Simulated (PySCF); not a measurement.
Vertical excitations of a molecule C3H6O from TDA-PBE/def2-SVPD (PySCF 2.14.0), as energy in eV (oscillator strength): 5.23 (0.002), 6.17 (0.000), 6.73 (0.026), 6.75 (0.294), 7.23 (0.000), 7.50 (0.011), 8.11 (0.014), 8.14 (0.082), 8.45 (0.011), 8.57 (0.000). Lowest triplet (TDA): 4.32 eV. Geometry optimised at PBE0-D3(BJ)/def2-SVP. One conformer was computed; it need not be the lowest.

Problem. Which structure fits?
(A) C=COC
(B) C=C(C)O
(C) OC1CC1
(D) CC(C)=O

Solution. B, C=C(C)O
